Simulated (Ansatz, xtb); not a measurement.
## CHCuO: which of two structures lies lower

Structure I: a singlet given by its coordinates. Structure II: `O=[CH][Cu]`, a singlet. Both are isolated molecules in the gas phase, relaxed with B3LYP-D3(BJ)/def2-SVP.

I (Å):

```xyz
4

C     0.0000    0.0000   -2.2273
Cu    0.0000    0.0000    0.9160
O     0.0000    0.0000   -1.0897
H     0.0000    0.0000    2.4010
```

Close contacts (Å): C1–O3 1.14, Cu2–O3 2.01, Cu2–H4 1.48.

II (Å):

| atom | x (Å) | y (Å) | z (Å) |
| --- | --- | --- | --- |
| C | -0.8397 | 0.1406 | -0.6300 |
| Cu | -0.8895 | 0.1781 | 1.2967 |
| O | -0.1115 | -0.5525 | -1.2819 |
| H | -1.5650 | 0.8371 | -1.1484 |

Quicker runs give these differences E(II) − E(I): GFN2-xTB +1.601 eV; HF/STO-3G −2.060 eV (at GFN2-xTB geometries); r2SCAN-D4/def2-SVP −0.262 eV (at GFN2-xTB geometries).

Task: Which of the two would you expect CCSD(T)/def2-TZVPP electronic energies to favour?

Result: Structure I; the calculation gives E(II) − E(I) = +0.311 eV.

Level by level:

```tsv
level	geometry	E(II) − E(I) (eV)	departure from the last row (eV)	job, with rough time for the two
GFN2-xTB	GFN2-xTB	+1.601	+1.291	optimisation, 0.19 s
HF/STO-3G	GFN2-xTB	−2.060	−2.370	single point, 4.8 s
r2SCAN-D4/def2-SVP	GFN2-xTB	−0.262	−0.573	single point, 5.6 s
B3LYP-D3(BJ)/def2-SVP	B3LYP-D3(BJ)/def2-SVP	+0.033	−0.278	optimisation, 41 s
HF/def2-TZVPP	B3LYP-D3(BJ)/def2-SVP	+0.692	+0.382	part of the CCSD(T) run
MP2/def2-TZVPP	B3LYP-D3(BJ)/def2-SVP	+0.342	+0.031	part of the CCSD(T) run
CCSD(T)/def2-TZVPP	B3LYP-D3(BJ)/def2-SVP	+0.311		single point, 2.4 min
```

HF/STO-3G, r2SCAN-D4/def2-SVP put the two in the other order. The largest departure from CCSD(T)/def2-TZVPP is that of HF/STO-3G, 2.370 eV.

With harmonic frequencies from B3LYP-D3(BJ)/def2-SVP (ideal gas, rigid rotor, one conformer each, 298.15 K, 1 atm): the zero-point term adds +0.129 eV; ΔH is +0.405 and ΔG +0.421 eV.

The T1 diagnostic of structures I and II is large, so the coupled-cluster value is less sure. The correlated steps freeze 7 core orbitals; the last core shell of Cu is correlated, in a basis made for valence electrons. Codes used: Ansatz 0.2.0, xtb 6.7.1; the last row on 1 thread of Arm Neoverse N1 on a shared host.
